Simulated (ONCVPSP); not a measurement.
What one change does to a pseudopotential (S, ONCV)

```json
{"Element": "sulfur", "Generator": "ONCVPSP 4.0.1", "Type": "optimised norm-conserving Vanderbilt (ONCV)", "Functional": "LDA (Perdew-Wang 92)", "Relativity": "scalar-relativistic", "Frozen core": "[He]", "Valence charge": "14", "Reference configuration": "2s2 2p6 3s2 3p3 (charge +1)", "Partial waves": "2s+3s: rc 0.85 bohr, ncon 4, nbas 8, qcut 15.8 1/bohr, 3 projectors, debl 0.8 Ha; 2p+3p: rc 0.90 bohr, ncon 4, nbas 9, qcut 18 1/bohr, 2 projectors; d scattering state at 0.3 Ha: rc 0.90 bohr, ncon 4, nbas 9, qcut 12.3 1/bohr, 1 projector", "Local potential": "polynomial inside 0.80 bohr (lpopt 5, dvloc0 4 Ha)", "Core correction": "none"}
```

In the s channel the program set the typed energies aside and used -8.177, -1.015, 0.250 Ha.

All-electron outer shells of the reference configuration (LDA (PZ), scalar-relativistic, ld1.x):

```
shell  level (eV)  outermost node (bohr)  outermost maximum (bohr)
   1s    -2409.18                      –                      0.06
   2s     -222.51                   0.13                      0.39
   2p     -168.26                      –                      0.33
   3s      -27.63                   0.60                      1.39
   3p      -16.88                   0.58                      1.55
```

Change: functional BLYP. In the s channel the program set the typed energies aside and used -8.206, -1.009, 0.250 Ha.

Cutoffs: the cutoffs (Ha) at which the residual kinetic energy of the hardest occupied pseudo-wave falls to 1 and 0.1 mHa per electron; they do not see the model core or the augmentation charge, which bear on the density cutoff. Errors are all-electron minus pseudo energies relative to the spin-unpolarised reference configuration.

Predict the effect on cutoff, ghosts and configuration errors.

The potential gets neither clearly harder nor softer (117 Ha and 133 Ha → 118 Ha and 133 Ha); the errors of the 4 common tests hardly move; neither file shows a bound ghost.

| quantity | base | changed |
| --- | --- | --- |
| cutoff, loose | 117 Ha | 118 Ha |
| cutoff, tight | 133 Ha | 133 Ha |
| loose cutoff by channel | s 43 Ha, p 117 Ha | s 43 Ha, p 118 Ha |
| bound ghosts | none | none |
| GHOST(+) flags under 300 eV | none | none |
| error for 2s2 2p6 3s2 3p4, meV [ΔE -11.86 → -11.62 eV] | +0.5 | +0.6 |
| error for 2s2 2p6 3s2 3p2, meV [ΔE 22.37 → 22.14 eV] | +0.8 | +0.8 |
| error for 2s2 2p6 3s2 3p1, meV [ΔE 56.52 → 56.06 eV] | +6.2 | +6.3 |
| error for 2s1 2p6 3s2 3p4, meV [ΔE 214.58 → 215.59 eV] | -561 | -571 |
| s: phases at 0.86 bohr within 0.05 rad from the reference energy up to (Ha; the scan ends near 5) | to the end of the scan | to the end of the scan |
| p: phases at 0.91 bohr within 0.05 rad from the reference energy up to (Ha; the scan ends near 5) | to the end of the scan | to the end of the scan |
| d: phases at 0.91 bohr within 0.05 rad from the reference energy up to (Ha; the scan ends near 5) | to the end of the scan | to the end of the scan |
